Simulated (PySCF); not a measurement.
A PySCF script (with the pyscf-properties extension) for the NMR shieldings of `InChI=1S/C4H10NO.Al.2H/c1-5-3-4-6-2;;;/h3-4H2,1-2H3;;;/q-1;+1;;`, on a GFN2-xTB geometry:

```python
import basis_set_exchange as bse
import numpy as np
from pyscf import gto, dft
from pyscf.prop import nmr

atoms = """
C    -2.702875    0.148401    0.276068
N    -1.271149   -0.016250    0.151570
C    -0.610823    1.246549   -0.116898
C     0.868863    0.986866   -0.439973
O     1.185294   -0.321819   -0.004024
C     2.536410   -0.681602   -0.117093
Al   -0.230428   -1.495803    0.379419
H    -3.143371    0.551103   -0.646046
H    -3.143901   -0.827090    0.475891
H    -2.965837    0.826414    1.098845
H    -0.690204    1.921221    0.750895
H    -1.082442    1.760435   -0.969270
H     1.517496    1.709079    0.071883
H     1.052899    1.056991   -1.518972
H     2.876193   -0.619249   -1.155178
H     2.606227   -1.713296    0.224788
H     3.166893   -0.042898    0.509904
H    -0.146003   -2.521065   -0.791950
H     0.166954   -1.958739    1.812679
"""
names = dict.fromkeys(["C", "N", "O", "Al", "H"], "pcSseg-1")
basis = {el: gto.basis.parse(bse.get_basis(n, elements=[el], fmt="nwchem")) for el, n in names.items()}
mol = gto.M(atom=atoms, basis=basis, charge=0, verbose=0)
mf = dft.RKS(mol, xc="PBE0")
mf.grids.level = 2
mf.grids.alignment = dft.numint.BLKSIZE   # the property module wants whole blocks of grid points
mf.conv_tol = 1e-9
mf.kernel()

calc = nmr.RKS(mf)   # GIAO
C = mf.mo_coeff
Co = C[:, mf.mo_occ > 0]
resp = mf.gen_response(singlet=True, hermi=2)
def vind(x):   # induced exchange potential for any number of trial vectors
    d = np.einsum("pi,xij,qj->xpq", C, 2 * x.reshape(-1, C.shape[1], Co.shape[1]), Co, optimize=True)
    return np.einsum("xpq,pi,qj->xij", resp(d - d.transpose(0, 2, 1)), C, Co, optimize=True).ravel()
mo1, _ = nmr.rhf.solve_mo1(calc, with_cphf=vind)
sigma = calc.kernel(mo1)
for i, s in enumerate(sigma):   # ppm
    print("%2d %-2s %9.2f" % (i, mol.atom_pure_symbol(i), np.trace(s) / 3))
```

Question: What does it print?

Answer: 
```
 0 C     147.13
 1 N     245.47
 2 C     130.15
 3 C     111.34
 4 O     329.66
 5 C     128.77
 6 Al    425.57
 7 H      29.14
 8 H      28.62
 9 H      29.11
10 H      28.07
11 H      28.65
12 H      27.75
13 H      27.54
14 H      28.24
15 H      27.35
16 H      28.17
17 H      27.57
18 H      27.59
```

These numbers come from an equivalent density-fitted implementation of the same equations, which agrees with the script to about 0.01 ppm for H and up to a few tenths of a ppm for heavy atoms, so last digits may differ.

Size and cost of the density-fitted run: 186 basis functions, 57 s wall time on 1 thread of an Arm Neoverse N1, shared host; peak memory 0.85 GiB.
